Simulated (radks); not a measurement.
The numbers below are computed, except where a source is named.
Q: Neutral iridium, 77 electrons, occupied as [Xe] 4f14 5d7 6s2. Code: a radial shooting solver on a logarithmic mesh with Libxc functionals. Model: scalar-relativistic Kohn-Sham, BLYP, spin-polarised, spherical densities, point nucleus; open shells are filled with parallel spins first (spin-orbit coupling, left out, can overturn this in heavy ions). Some entries of the table are withheld. Estimate them.

orbital,occ.,eigenvalue (hartree),<r> (bohr),<r^2> (bohr^2)
1s down,1,-2798.316,0.01743,0.0004192
1s up,1,-2798.316,0.01743,0.0004192
2s up,1,-489.5138,0.07360,0.006414
2s down,1,-489.5072,0.07360,0.006414
2p up,3,-425.2213,0.06623,0.005363
2p down,3,-425.2159,0.06623,0.005363
3s up,1,-114.4783,0.1904,0.04147
3s down,1,-114.4759,0.1904,0.04147
3p up,3,-95.68440,0.1913,0.04244
3p down,3,-95.68172,0.1913,0.04244
3d up,5,-75.01214,0.1733,0.03516
3d down,5,-75.00743,0.1733,0.03516
4s up,1,-24.40783,0.4233,0.2022
4s down,1,-24.40122,0.4233,0.2022
4p up,3,-18.24502,0.4506,0.2308
4p down,3,-18.23883,0.4506,0.2308
4d up,5,-10.68271,0.4785,0.2649
4d down,5,-10.67554,0.4784,0.2647
5s up,1,-3.61615,0.9788,1.075
5s down,1,-3.56786,0.9755,1.068
4f up,7,-2.27906,0.5361,0.3525
4f down,7,-2.26781,0.5345,0.3498
5p up,3,(1),1.135,(2)
5p down,3,(3),1.132,(4)
5d up,5,-0.28341,1.705,3.489
6s up,1,(5),2.864,9.413
5d down,2,-0.22215,1.757,3.764
6s down,1,(6),2.979,10.22

A: 
(1) 5p up eigenvalue (hartree): -2.02921
(2) 5p up <r^2> (bohr^2): 1.459
(3) 5p down eigenvalue (hartree): -1.96937
(4) 5p down <r^2> (bohr^2): 1.451
(5) 6s up eigenvalue (hartree): -0.24228
(6) 6s down eigenvalue (hartree): -0.21416
